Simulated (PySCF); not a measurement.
## How far are cheaper levels from CCSD(T)/CBS for BeS?

PySCF; the state is a singlet (closed shell). The composite is CCSD(T) extrapolated to the basis-set limit from two correlation-consistent sets, with core-valence (CV) and scalar-relativistic (SR) terms as its label shows; it has no spin–orbit coupling and nothing beyond (T). Here it is CCSD(T)/CBS(TQ)+CV+SR. It gives Re = 1.742 Å, ωe = 1003 cm⁻¹ and De = 3.35 eV to Be + S.

| level | basis | relativity | Re (Å) | ωe (cm⁻¹) | De (eV) |
| --- | --- | --- | --- | --- | --- |
| RHF | def2-SVP | no relativity | 1.738 | 1060 | 1.56 |
| RHF | jorge-DZP-DKH | spin-free X2C | 1.739 | 1057 | 1.53 |
| RHF | 6-311G(d,p) | no relativity | 1.729 | 1066 | 1.69 |
| RHF-MP2 | ANO-RCC-VDZP | spin-free X2C | 1.787 | 967 | 3.07 |
| RHF-MP2 | x2c-TZVPPall | spin-free X2C | 1.764 | 979 | 3.30 |
| RHF-CCSD | 6-311G(d,p) | no relativity | 1.746 | 1018 | 2.63 |
| RHF-CCSD(T) | 6-311G(d,p) | no relativity | 1.758 | 986 | 2.86 |
| r²SCAN | def2-SVP | no relativity | 1.760 | 995 | 3.66 |
| PBE0 | ANO-RCC-VDZP | spin-free X2C | 1.760 | 1003 | 3.31 |
| PBE0 | jorge-DZP-DKH | spin-free X2C | 1.752 | 1011 | 3.36 |

Problem. Give the difference of each row from the composite.

Solution. 

```json
{"level": "RHF", "basis": "def2-SVP", "ΔRe (pm)": "-0.4", "Δωe (%)": "+5.7", "ΔDe (eV)": "-1.79"}
{"level": "RHF", "basis": "jorge-DZP-DKH", "ΔRe (pm)": "-0.3", "Δωe (%)": "+5.4", "ΔDe (eV)": "-1.82"}
{"level": "RHF", "basis": "6-311G(d,p)", "ΔRe (pm)": "-1.3", "Δωe (%)": "+6.3", "ΔDe (eV)": "-1.66"}
{"level": "RHF-MP2", "basis": "ANO-RCC-VDZP", "ΔRe (pm)": "+4.5", "Δωe (%)": "-3.6", "ΔDe (eV)": "-0.28"}
{"level": "RHF-MP2", "basis": "x2c-TZVPPall", "ΔRe (pm)": "+2.2", "Δωe (%)": "-2.4", "ΔDe (eV)": "-0.05"}
{"level": "RHF-CCSD", "basis": "6-311G(d,p)", "ΔRe (pm)": "+0.4", "Δωe (%)": "+1.5", "ΔDe (eV)": "-0.72"}
{"level": "RHF-CCSD(T)", "basis": "6-311G(d,p)", "ΔRe (pm)": "+1.6", "Δωe (%)": "-1.7", "ΔDe (eV)": "-0.49"}
{"level": "r²SCAN", "basis": "def2-SVP", "ΔRe (pm)": "+1.8", "Δωe (%)": "-0.8", "ΔDe (eV)": "+0.31"}
{"level": "PBE0", "basis": "ANO-RCC-VDZP", "ΔRe (pm)": "+1.8", "Δωe (%)": "+0.0", "ΔDe (eV)": "-0.04"}
{"level": "PBE0", "basis": "jorge-DZP-DKH", "ΔRe (pm)": "+1.0", "Δωe (%)": "+0.8", "ΔDe (eV)": "+0.01"}
```

Problem. Which rows come closest in De?

Solution. PBE0 in jorge-DZP-DKH (+0.01 eV), counted from the composite.

Correlated steps freeze the inner cores (5 to 6 orbitals); shallow outer-core shells are correlated. Correlated levels converge slowly with the basis: in double zeta they bind strong bonds too weakly, by up to about 1 eV, and carry superposition errors of some tenths. Where the molecule has an RHF reference, its open-shell atoms are computed with UHF. The CCSD T1 diagnostic is raised in BeS, a sign that a single reference may not be enough there.
